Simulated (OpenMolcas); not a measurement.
## Ba: effect of the basis set

```yaml
Program: OpenMolcas
Method: CASSCF
Active_space: 2 electrons in 8 orbitals (6s 6p 7s 7p)
State_averaging: 2S+1 = 3 even, 1 root; 2S+1 = 1 even, 7 roots; 2S+1 = 3 odd, 3 roots; 2S+1 = 1 odd, 3 roots
Spin-orbit_coupling: RASSI with atomic mean-field integrals over the reference wave functions, term energies averaged over their components
```

A. ANO-RCC-VTZP [8s7p4d2f1g], DKH2, point nucleus; cost about 27 core-seconds
B. ANO-RCC-VQZP [9s8p5d3f2g], DKH2, point nucleus; cost about 40 core-seconds
C. ANO-RCC [12s10p8d4f2g], DKH2, point nucleus; cost about 2.4 core-minutes

Energies in cm-1 above 6s2 1S0, the measured ground level; measured values from NIST Handbook of Basic Atomic Spectroscopic Data.

```csv
Level,A,B,C,Measured
6s2 1S0,0.0,0.0,0.0,0.0
6s 6p 3P* 0,11116,10991,10931,12266
6s 6p 3P* 1,11380,11278,11208,12637
6s 6p 3P* 2,11922,11863,11768,13515
6s 6p 1P* 1,23798,23277,22422,18060
```

Deviations, from unrounded energies. A percentage is the sum of absolute deviations over the sum of measured energies, with the sign that they share, or ± where signs differ.

```json
{"Against measurement": "mean absolute deviation (cm-1)", "Levels": "4", "A": "2400", "B": "2400", "C": "2200"}
{"Against measurement": "other configurations (%)", "Levels": "4", "A": "±17.2", "B": "±16.8", "C": "±15.7"}
```

C lies closest to measurement on these levels and A furthest from it. The largest miss of C in the table is 6s 6p 1P* 1, by +4400 cm-1. The ranking rests on the paired levels alone, and a cruder setting can come out closer through cancelling errors.

Among A to C the level of the table that moves most is 6s 6p 1P* 1, by 1400 cm-1 (lowest in C, highest in A).

The run also gave levels led by 6s 7s, which use shells meant for correlation; these and all levels above them are left out. Computed and measured levels are paired by configuration, term and J; levels that our copy of the source lacks, or whose pairing is in doubt (as where it misses far off the trend of its configuration), stay unpaired and out of the deviations. Levels of configurations outside the active space are missing. The table leaves out levels that lie high or whose names do not pair safely across all columns.

* marks odd parity.
